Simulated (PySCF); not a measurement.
SiHBr3, SMILES Br[SiH](Br)Br. Geometry optimised at ωB97X-D3(BJ)/def2-SVP.

Computed equilibrium geometry at ωB97X-D3(BJ)/def2-SVP (PySCF confirms it by a frequency run) as bond lengths and angles, and its point group:
point group C3v.
Atoms: Si1 Br2 Br3 Br4 H5. Bonded distances (Å): Si1–Br2 2.196, Si1–Br3 2.196, Si1–Br4 2.196, Si1–H5 1.475. Bond angles (°): Br2–Si1–Br3 109.5, Br2–Si1–Br4 109.5, Br2–Si1–H5 109.5, Br3–Si1–Br4 109.5, Br3–Si1–H5 109.5, Br4–Si1–H5 109.5.
Charge 0, spin multiplicity 1.
